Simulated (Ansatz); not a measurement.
One change: `FC(F)(F)C1=CC(C(F)(F)F)=[O+][Al-]([F])([Cl])[O]1` becomes `[CH3][Zn-]1[O]C(C(F)(F)F)=CC(C(F)(F)F)=[O+]1`.

Ansatz, PBE0-D4/def2-TZVP geometries, multiplicity 1. 

Scalar relativity is left out up to krypton.

```json
{"property": "LUMO energy (PBE/def2-TZVPP) / eV", "`FC(F)(F)C1=CC(C(F)(F)F)=[O+][Al-]([F])([Cl])[O]1`": "-4.61"}
{"property": "size of the dipole moment (B3LYP/def2-TZVPP) / D", "`FC(F)(F)C1=CC(C(F)(F)F)=[O+][Al-]([F])([Cl])[O]1`": "3.65"}
{"property": "LUMO energy (ωB97M-V/def2-TZVPP) / eV", "`FC(F)(F)C1=CC(C(F)(F)F)=[O+][Al-]([F])([Cl])[O]1`": "-1.72"}
{"property": "HOMO energy (PBE/def2-TZVPP) / eV", "`FC(F)(F)C1=CC(C(F)(F)F)=[O+][Al-]([F])([Cl])[O]1`": "-7.71"}
{"property": "HOMO–LUMO gap (PBE0/def2-TZVPP) / eV", "`FC(F)(F)C1=CC(C(F)(F)F)=[O+][Al-]([F])([Cl])[O]1`": "5.14"}
{"property": "HOMO energy (B3LYP/def2-TZVPP) / eV", "`FC(F)(F)C1=CC(C(F)(F)F)=[O+][Al-]([F])([Cl])[O]1`": "-8.77"}
```

Task: What does the change do to each property? (Estimate.)

Result: Ansatz gave: 
```
                                        property  `[CH3][Zn-]1[O]C(C(F)(F)F)=CC(C(F)(F)F)=[O+]1`  shift
               LUMO energy (PBE/def2-TZVPP) / eV                                           -3.71   0.90
size of the dipole moment (B3LYP/def2-TZVPP) / D                                            0.31  -3.34
           LUMO energy (ωB97M-V/def2-TZVPP) / eV                                           -0.81   0.91
               HOMO energy (PBE/def2-TZVPP) / eV                                           -7.04   0.67
            HOMO–LUMO gap (PBE0/def2-TZVPP) / eV                                            5.28   0.14
             HOMO energy (B3LYP/def2-TZVPP) / eV                                           -8.00   0.77
```

With PBE0 the HOMO rises by 0.81 eV and the LUMO rises by 0.94 eV, so the gap widens by about 0.13 eV. PBE moves the HOMO by 0.67 eV and ωB97M-V by 0.84 eV. Dipoles are sizes alone; their direction can turn.

B3LYP here is the variant with VWN-RPA as its local correlation; programs differ in this.
